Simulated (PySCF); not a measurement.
Correlation energy of Au²⁺ (gold, charge +2)

[Xe] 4f14 5d8 6s1, high-spin 4F determinant (an excited configuration). All numbers are calculated (PySCF 2.14, scalar relativity through the core potential, in aug-cc-pVTZ-PP with one added diffuse shell each of s, p, d, f, g type with ECP60MDF (7s7p6d4f3g, 113 functions)). Frozen: 5s2 5p6; 9 electrons correlated.

MP2 pair energies summed by pair of shells (mhartree):

| pair | energy | share (%) |
| --- | --- | --- |
| 5d-5d | -199.36 | 80.7 |
| 5d-6s | -47.76 | 19.3 |

Total MP2 correlation energy: -247.12 mhartree.

Same-spin part -95.45 and opposite-spin part -151.67 mhartree; SCS-MP2 scales them by 1/3 and 6/5 to -213.82 mhartree.
